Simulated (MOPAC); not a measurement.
A run for MOPAC: PM7 on CH8GeO (a complex).

```
PM7 1SCF PRECISE CHARGE=0 THREADS=1
CH8GeO

C      0.35853575 1     0.16298579 1    -0.04924378 1
O      0.30316989 1    -1.01430710 1     0.74658696 1
H      0.23727688 1    -0.05768253 1    -1.11469419 1
H      1.34422351 1     0.59901340 1     0.10437426 1
H     -0.39573701 1     0.89756779 1     0.25229461 1
H     -0.56022166 1    -1.42439580 1     0.63417151 1
Ge    -0.09412367 1     0.07716543 1     3.72297272 1
H      0.10076402 1    -1.43928620 1     3.83299942 1
H     -1.32903427 1     0.39246251 1     2.86393033 1
H      1.14780222 1     0.74396510 1     3.11996314 1
H     -0.33330187 1     0.65326507 1     5.13292620 1
```

Output:

```
*******************************************************************************
 **                                                                           **
 **                              MOPAC v23.2.5                                **
 **                                                                           **
 *******************************************************************************
 ** MOPAC's Digital Object Identifier: https://doi.org/10.5281/zenodo.6511958 **
 **                                                                           **
 ** Please cite the open-source release paper for use of this MOPAC version:  **
 ** J. E. Moussa and J. J. P. Stewart (2026)                                  **
 ** MOPAC: An open-source semiempirical molecular orbital program             **
 ** J. Open Source Softw., 11(119), 8025, https://doi.org/10.21105/joss.08025 **
 *******************************************************************************

                              PM7 CALCULATION RESULTS

 *******************************************************************************
 *  PM7        - The PM7 Hamiltonian to be used
 *
 *
 *
 *                 CHARGE ON SYSTEM = 0
 *
 *
 *
 *  PRECISE    - TIGHTER CRITERIA TO BE USED
 *  1SCF       - DO 1 SCF AND THEN STOP
 *  THREADS=1  - MULTI-THREADING NOT USED
 *  T=         - A TIME OF 172800.0 SECONDS REQUESTED
 *  DUMP=N     - RESTART FILE WRITTEN EVERY 7200.0 SECONDS REQUESTED
 *******************************************************************************
PM7 1SCF PRECISE CHARGE=0 THREADS=1
 CH8GeO

   ATOM   CHEMICAL          X               Y               Z
  NUMBER   SYMBOL      (ANGSTROMS)     (ANGSTROMS)     (ANGSTROMS)

     1       C          0.35853575  *   0.16298579  *  -0.04924378  *
     2       O          0.30316989  *  -1.01430710  *   0.74658696  *
     3       H          0.23727688  *  -0.05768253  *  -1.11469419  *
     4       H          1.34422351  *   0.59901340  *   0.10437426  *
     5       H         -0.39573701  *   0.89756779  *   0.25229461  *
     6       H         -0.56022166  *  -1.42439580  *   0.63417151  *
     7      Ge         -0.09412367  *   0.07716543  *   3.72297272  *
     8       H          0.10076402  *  -1.43928620  *   3.83299942  *
     9       H         -1.32903427  *   0.39246251  *   2.86393033  *
    10       H          1.14780222  *   0.74396510  *   3.11996314  *
    11       H         -0.33330187  *   0.65326507  *   5.13292620  *



          CARTESIAN COORDINATES

    NO.       ATOM           X           Y           Z

     1         C          0.3585      0.1630     -0.0492
     2         O          0.3032     -1.0143      0.7466
     3         H          0.2373     -0.0577     -1.1147
     4         H          1.3442      0.5990      0.1044
     5         H         -0.3957      0.8976      0.2523
     6         H         -0.5602     -1.4244      0.6342
     7        Ge         -0.0941      0.0772      3.7230
     8         H          0.1008     -1.4393      3.8330
     9         H         -1.3290      0.3925      2.8639
    10         H          1.1478      0.7440      3.1200
    11         H         -0.3333      0.6533      5.1329

 General Reference for PM7:
 "Optimization of Parameters for Semiempirical Methods VI: More Modifications to the
 NDDO Approximations and Re-optimization of Parameters", J. J. P. Stewart, J. Mol. Mod., 1:32, 19 (2013)
 https://link.springer.com/article/10.1007/s00894-012-1667-x

           Empirical Formula: C H8 O Ge  =    11 atoms



      MOLECULAR POINT GROUP   :   C1


      RHF CALCULATION, NO. OF DOUBLY OCCUPIED LEVELS = 11


 -------------------------------------------------------------------------------
 PM7 1SCF PRECISE CHARGE=0 THREADS=1
 CH8GeO



     1SCF WAS SPECIFIED, SO BFGS WAS NOT USED
     SCF FIELD WAS ACHIEVED


                              PM7 CALCULATION
                                                       MOPAC v23.2.5 Linux




          FINAL HEAT OF FORMATION =        -24.19010 KCAL/MOL =    -101.21139 KJ/MOL


          COSMO AREA              =        126.60 SQUARE ANGSTROMS
          COSMO VOLUME            =        115.42 CUBIC ANGSTROMS

          IONIZATION POTENTIAL    =         10.699544 EV
          HOMO LUMO ENERGIES (EV) =        -10.700  1.395
          NO. OF FILLED LEVELS    =         11
          MOLECULAR WEIGHT        =        108.6636         POINT GROUP:  C1

          MOLECULAR DIMENSIONS (Angstroms)

            Atom       Atom       Distance
            H    11    H     3     6.31378
            H     5    H     8     2.83945
            H    10    H     9     2.48366


          SCF CALCULATIONS        =          1





   ATOM   CHEMICAL          X               Y               Z
  NUMBER   SYMBOL      (ANGSTROMS)     (ANGSTROMS)     (ANGSTROMS)

     1       C          0.35853575  *   0.16298579  *  -0.04924378  *
     2       O          0.30316989  *  -1.01430710  *   0.74658696  *
     3       H          0.23727688  *  -0.05768253  *  -1.11469419  *
     4       H          1.34422351  *   0.59901340  *   0.10437426  *
     5       H         -0.39573701  *   0.89756779  *   0.25229461  *
     6       H         -0.56022166  *  -1.42439580  *   0.63417151  *
     7      Ge         -0.09412367  *   0.07716543  *   3.72297272  *
     8       H          0.10076402  *  -1.43928620  *   3.83299942  *
     9       H         -1.32903427  *   0.39246251  *   2.86393033  *
    10       H          1.14780222  *   0.74396510  *   3.11996314  *
    11       H         -0.33330187  *   0.65326507  *   5.13292620  *

                             CARTESIAN COORDINATES

   1    C        0.358535750     0.162985790    -0.049243780
   2    O        0.303169890    -1.014307100     0.746586960
   3    H        0.237276880    -0.057682530    -1.114694190
   4    H        1.344223510     0.599013400     0.104374260
   5    H       -0.395737010     0.897567790     0.252294610
   6    H       -0.560221660    -1.424395800     0.634171510
   7   Ge       -0.094123670     0.077165430     3.722972720
   8    H        0.100764020    -1.439286200     3.832999420
   9    H       -1.329034270     0.392462510     2.863930330
  10    H        1.147802220     0.743965100     3.119963140
  11    H       -0.333301870     0.653265070     5.132926200


           Empirical Formula: C H8 O Ge  =    11 atoms



      MOLECULAR POINT GROUP   :   C1


                  EIGENVALUES
 -29.54343 -24.28688 -17.51921 -17.39205 -15.23132 -14.88282 -12.52609 -11.75388
 -11.74599 -11.66429 -10.69954   1.39529   1.48069   1.52761   2.81089   5.13397
   5.21751   5.31332   5.82843   6.23669


              NET ATOMIC CHARGES AND DIPOLE CONTRIBUTIONS

  ATOM NO.   TYPE          CHARGE      No. of ELECS.   s-Pop       p-Pop
    1          C          -0.169429        4.1694     1.07218     3.09725
    2          O          -0.513568        6.5136     1.85074     4.66283
    3          H           0.119382        0.8806     0.88062
    4          H           0.144814        0.8552     0.85519
    5          H           0.117598        0.8824     0.88240
    6          H           0.302980        0.6970     0.69702
    7         Ge          -0.289631        4.2896     0.97895     3.31068
    8          H           0.082764        0.9172     0.91724
    9          H           0.065246        0.9348     0.93475
   10          H           0.080145        0.9199     0.91985
   11          H           0.059698        0.9403     0.94030
 DIPOLE           X         Y         Z       TOTAL
 POINT-CHG.    -0.907     1.104    -1.388     1.992
 HYBRID        -0.274    -0.239     0.045     0.366
 SUM           -1.181     0.866    -1.343     1.987


          ATOMIC ORBITAL ELECTRON POPULATIONS

     Atom    s        px        py        pz
    1  C   1.07218   1.15485   0.90689   1.03551
    2  O   1.85074   1.47799   1.46721   1.71763
    3  H   0.88062
    4  H   0.85519
    5  H   0.88240
    6  H   0.69702
    7 Ge   0.97895   1.10645   1.11501   1.08922
    8  H   0.91724
    9  H   0.93475
   10  H   0.91985
   11  H   0.94030

 **********************
 *                    *
 * JOB ENDED NORMALLY *
 *                    *
 **********************




 == MOPAC DONE ==
```

The run finished.

Cost: about 0.020 core-seconds (a rough figure).
